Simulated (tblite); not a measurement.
**Question.** Give a GFN2-xTB geometry of `[SiH3][S+]C1COC1` [radical]. (Charge +1 and doublet state.)

**Answer.** 
```
atom  x, y, z in Å
Si1    2.2216    0.3596   -0.0595
S2     0.9955   -0.4001    1.6863
C3    -0.7344   -0.1460    1.2605
C4    -1.0968   -1.1693    0.1514
O5    -1.0564   -0.1549   -0.8188
C6    -1.0885    0.8703    0.1747
H7     1.4652   -0.1595   -1.1957
H8     2.1120    1.8055    0.1257
H9     3.4943   -0.2555    0.2707
H10   -1.3132   -0.1581    2.1798
H11   -2.1090   -1.5639    0.3036
H12   -0.4164   -1.9991   -0.0624
H13   -0.3817    1.6751   -0.0389
H14   -2.0928    1.2954    0.2804
```

Orientation and origin are arbitrary. Atoms count from 1 in this order. The C–O distances run from 1.404 Å (C4–O5, drawn single) to 1.428 Å (O5–C6, drawn single), a spread of 0.024 Å. The 2 C–C bonds span 1.529 Å (C3–C6, drawn single) to 1.552 Å (C3–C4, drawn single), a spread of 0.023 Å. The 4-membered ring C3–C4–O5–C6 has internal angles of 82.9° to 92.1° (sum 356°, against 360° for a flat polygon); it is puckered, 0.09 Å rms from its mean plane, widest ring torsion 15°. Si1 (silicon bonded to S and 3 H) is distorted tetrahedral (angles from 99.0° to 118.7°).

Bonds between heavy atoms (Å): Si1–S2 2.264, S2–C3 1.800, C3–C4 1.552, C4–O5 1.404, O5–C6 1.428, C3–C6 1.529.

Structure optimised with GFN2-xTB, isolated species. This method treats the open shell by occupation alone, without spin polarisation.

Point group: C1 (no symmetry element, even within 0.4 Å). Its GFN2-xTB frequencies are all real (lowest 83 cm⁻¹). Torsions: Si1–S2–C3–C4 71°, S2–C3–C4–O5 -104°, C3–C4–O5–C6 -15°, C4–O5–C6–C3 15°, S2–C3–C6–O5 92°. 2 starts were optimised and ended at 0.00 and 1.34 kcal/mol (GFN2-xTB); the lowest of these is shown.

The run took 0.53 s on one thread, Arm Neoverse V2 (aarch64), shared host. This is the geometry optimisation.

One conformer stands for the species.

These are computed values.
